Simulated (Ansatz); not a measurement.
Geometry optimisation, Ansatz 0.2.0, RKS PBE0-D4/def2-SVP.

The input (input.yaml):

```yaml
crystal:
  periodic: [false, false, false]
  atoms:
    - { symbol: Si, position_ang: [-1.4679, 1.024, 1.105] }
    - { symbol: O, position_ang: [-1.4194, -0.6207, 0.7782] }
    - { symbol: Al, position_ang: [0.3388, -0.9635, 0.5209] }
    - { symbol: Si, position_ang: [1.3979, -0.7405, -1.6165] }
    - { symbol: H, position_ang: [-0.9958, 1.8281, -0.0698] }
    - { symbol: H, position_ang: [-2.926, 1.4504, 1.2946] }
    - { symbol: H, position_ang: [-0.7408, 1.4116, 2.3182] }
    - { symbol: H, position_ang: [1.3241, -1.349, 1.7743] }
    - { symbol: H, position_ang: [1.1372, 0.6435, -2.0481] }
    - { symbol: H, position_ang: [2.763, -1.0543, -1.5216] }
    - { symbol: H, position_ang: [0.6542, -1.6865, -2.5147] }
basis:
  gaussian: { orbitals: def2-SVP }
hamiltonian:
  xc: pbe0
  dispersion: d4
relax:
  f_tol: 0.02
  max_steps: 50
output:
  orbitals: {}
```

Command:

```bash
$ ansatz run input.yaml --threads 2 --pin off --max-ram 3072MiB --backend cpu --events-out ev --progress --plain --runs-dir out
```

Problem. Where does it end, and by what steps?

Solution. The run converged. The force dipped under the threshold on the way, but the program's further checks kept it going. After 12 steps the energy has fallen by 0.831 eV; O2 moved furthest, 1.17 Å.

```csv
step,energy less start (eV),largest force component (eV/Å),accepted
0,0.0000,2.371,yes
1,-0.4035,1.104,yes
2,-0.5143,0.635,yes
3,-0.6154,0.690,yes
4,-0.6966,0.547,yes
5,-0.7610,0.549,yes
6,-0.8103,0.096,yes
7,-0.8283,0.030,yes
8,-0.8262,0.159,no
9,-0.8305,0.007,yes
10,-0.8304,0.063,no
11,-0.8308,0.034,yes
12,-0.8311,0.003,yes
```

```xyz
11
Properties=species:S:1:pos:R:3
Si -1.622 1.361 1.280
O -0.553 0.138 1.004
Al 0.593 -1.029 0.532
Si 1.489 -0.916 -1.745
H -1.547 2.381 0.188
H -3.014 0.821 1.333
H -1.313 2.032 2.579
H 0.986 -2.125 1.610
H 1.328 0.446 -2.346
H 2.944 -1.273 -1.780
H 0.776 -1.891 -2.635
```

Time of the run: 25 s on 2 threads of Intel(R) Xeon(R) Platinum 8488C (Sapphire Rapids), on a shared host, peak memory 0.24 GiB.
